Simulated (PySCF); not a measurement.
Si(H)3(SH) (H4SSi), SMILES [SiH3]S.

Geometry optimised at r2SCAN-D4/def2-TZVP.

Method: TDDFT-ωB97X/def2-TZVPD (PySCF).

Vertical excitations. Gas-phase values at a fixed geometry. State labels are in the subgroup Cs.

```tsv
state	symmetry	energy (eV)	λ (nm)	f	main pairs
S1	A"	6.13	202	0.001	HOMO→LUMO+1 33 %, HOMO→LUMO+7 28 %, HOMO→LUMO 27 %
S2	A"	6.45	192	0.040	HOMO→LUMO 56 %, HOMO→LUMO+1 25 %
S3	A"	7.45	166	0.001	HOMO→LUMO+5 70 %
S4	A'	7.76	160	0.022	HOMO→LUMO+6 81 %
S5	A"	7.92	157	0.002	HOMO→LUMO+7 25 %, HOMO→LUMO+2 22 %, HOMO→LUMO+3 16 %, HOMO→LUMO+1 16 %
S6	A'	8.23	151	0.083	HOMO−1→LUMO 66 %, HOMO→LUMO+4 11 %
S7	A"	8.24	151	0.010	HOMO→LUMO+3 55 %, HOMO→LUMO 10 %
S8	A"	8.33	149	0.013	HOMO→LUMO+2 57 %, HOMO→LUMO+7 22 %
S9	A'	8.41	148	0.073	HOMO→LUMO+4 76 %
S10	A'	8.65	143	0.063	HOMO−1→LUMO+1 22 %, HOMO−2→LUMO 20 %, HOMO−1→LUMO+7 11 %, HOMO−2→LUMO+3 10 %
T1	A"	5.74	216	0	HOMO→LUMO+7 35 %, HOMO→LUMO+1 26 %, HOMO→LUMO 25 %
T2	A"	6.12	203	0	HOMO→LUMO 48 %, HOMO→LUMO+1 30 %, HOMO→LUMO+10 9 %
T3	A'	7.28	170	0	HOMO→LUMO+6 46 %, HOMO−1→LUMO+1 20 %, HOMO−1→LUMO+7 14 %
T4	A"	7.31	170	0	HOMO→LUMO+5 68 %
```
Triplets are in the Tamm–Dancoff approximation, which puts them higher than full response would, so one can lie above its singlet here.
